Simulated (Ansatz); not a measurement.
`[OH][Sn]([OH])([Cl])[Cl]` → `[Cl][Sn][Cl]` + hydrogen peroxide at 298.15 K and 1 bar (stannylene formation by 1,1-elimination).

Program: Ansatz. Geometries: PBE0-D4/def2-TZVP. ΔE: electronic, gas phase. CBS: MP2 limit from def2 TZ/QZ plus the TZ coupled-cluster correction, frozen cores. This one scheme is used for every species. Elements past krypton have def2 core potentials. For Sn outer-core shells are correlated without core-valence functions, which leaves a few kJ/mol of doubt a bond. One conformer a species, not always the lowest.

```csv
species,CCSD(T)/CBS energy (Eh),H − E (kJ/mol),S (J/(mol·K))
`[OH][Sn]([OH])([Cl])[Cl]`,-1285.27027,100.0,393.2
`[Cl][Sn][Cl]`,-1133.69328,18.5,305.8
`OO`,-151.44260,81.6,226.7
```

H − E and S are ideal-gas, rigid-rotor, harmonic terms from PBE0-D4/def2-TZVP, for one conformer and one mirror image of each species. 1 Eh = 2625.50 kJ/mol, R = 8.31446 J/(mol·K).

**Question.** By hand: ΔE, ΔH, ΔS and ΔG.

**Answer.** ΔE = (-1133.69328) + (-151.44260) − (-1285.27027) = 0.13439 Eh = 352.8 kJ/mol. Δ(H − E) = 18.5 + 81.6 − 100.0 = 0.1, so ΔH = 352.9 kJ/mol. ΔS = 305.8 + 226.7 − 393.2 = 139.3 J/(mol·K). ΔG = 352.9 − 298.15 × (139.3)/1000 = 311.4 kJ/mol.

**Question.** By hand: the equilibrium constant, and the temperature at which ΔG would vanish if ΔH and ΔS stayed fixed.

**Answer.** log₁₀ K = −ΔG/(RT ln 10) = -54.6. ΔG = 0 at ΔH/ΔS = 2533 K, far beyond where these terms or the molecules hold.

The number of gas molecules changes by +1, which sets the sign of ΔS. A doubt of 5 kJ/mol in ΔE shifts log₁₀ K by 0.9 here. Other conformers and mirror images would add mixing entropy, several J/(mol·K) or more a flexible species. These are equilibria of isolated gas molecules and say nothing of rates. Largest T1 diagnostic: 0.014 (customary marks: 0.02 for closed shells, 0.045 for open ones).
